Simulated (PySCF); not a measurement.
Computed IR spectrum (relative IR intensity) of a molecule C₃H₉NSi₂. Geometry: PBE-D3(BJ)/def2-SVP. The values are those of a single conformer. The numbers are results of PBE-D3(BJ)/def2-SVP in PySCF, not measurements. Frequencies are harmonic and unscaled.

Lines under 2 % of the strongest are left out, and lines within 2 cm⁻¹ are merged.

```
ν (cm⁻¹)  relative intensity
--------  ------------------
199                      2.6
269                       13
354                      4.1
395                      3.0
599                       11
674                      7.6
726                       33
747                       73
824                      100
848                       28
884                      6.1
902                       24
910                      5.0
1122                     2.2
1571                     7.6
2126                      32
2147                      32
2152                     4.4
2159                      35
2174                      27
3409                      25
```

Q: Which structure fits?
(A) C#C[SiH2]C[SiH2]N
(B) CC([SiH3])([SiH3])C#N
(C) C=C1C[SiH2][Si@@H]1N
(D) C#C[C@H](N)[SiH2][SiH3]

A: D, C#C[C@H](N)[SiH2][SiH3]
